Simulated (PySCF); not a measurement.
# Ionisation energy of Tm(30+) by level of theory

Tm(30+) [Kr] 4d3 (4F) → Tm(31+) [Kr] 4d2 (3F), as a difference of total energies. Computed with PySCF 2.14 in an uncontracted even-tempered set (19 s from 2.3 bohr⁻², ratio 2.5; 14 p from 3 bohr⁻², ratio 2.5; 9 d from 3 bohr⁻², ratio 2.5; 4 f from 13 bohr⁻², ratio 2.7; 3 g from 20 bohr⁻², ratio 2.7), with scalar relativity by spin-free X2C-1e. Correlated levels: outer shells: [Ar] 3d10 frozen; virtual orbitals above 40 to 60 times the deepest correlated orbital energy dropped. The calculations carry no spin-orbit coupling.

| method | ionisation energy (eV) |
| --- | --- |
| UHF | 1153.4 |
| MP2 (outer shells) | 1153.7 |
| SCS-MP2 (outer shells) | 1153.6 |
| CCSD (outer shells) | 1153.7 |
| CCSD(T) (outer shells) | 1153.7 |

Spin-orbit coupling is strong in these open shells (close to jj coupling). The scalar numbers leave it out and a first-order estimate fails, so it can dominate the gap to the real levels.

Breit and QED terms and the two-electron picture change are absent.

For comparison: 1157 ± 4 eV (theoretical estimate listed by NIST; NIST Atomic Spectra Database, ionization energies).
